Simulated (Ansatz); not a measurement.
`[F][Zr]([F])([F])[SeH]` + HCl → `[F][Zr]([F])([F])[Cl]` + H₂Se  (ligand exchange at a Zr–Se bond)

Program: Ansatz. Geometries: PBE0-D4/def2-TZVP. ΔE: electronic, gas phase. CCSD(T)/CBS is the MP2 limit (def2-TZVPP, def2-QZVPP) plus CCSD(T) − MP2 in def2-TZVPP, frozen cores. This one scheme is used for every species. DFT in def2-TZVPP. def2 core potentials past Kr. For Se, Zr outer-core shells are correlated without core-valence functions, which leaves a few kJ/mol of doubt a bond. Scalar relativity is left out up to krypton. Each species was taken in one conformer, which may not be the lowest.

CCSD(T)/CBS gives -60.8 kJ/mol.

(1) Another level gave -60.4 kJ/mol. Which?
A. HF/def2-TZVPP
B. BLYP-D4/def2-TZVPP
C. CAM-B3LYP/def2-TZVPP
D. CCSD(T)/def2-TZVPP

Largest T1 diagnostic among the species: 0.017.

Results:

(1) D. CCSD(T)/def2-TZVPP -60.4, BLYP-D4 -65.0, CAM-B3LYP -70.5, HF/def2-TZVPP -74.5 kJ/mol.

In def2-TZVPP, CCSD(T) changes the Hartree–Fock value by +14.2 kJ/mol (the triples alone add +2.0 kJ/mol) and MP2 by +15.5 kJ/mol. At CCSD(T), def2-SVP lies −10.9 kJ/mol from the extrapolated value and def2-TZVPP +0.5 kJ/mol.
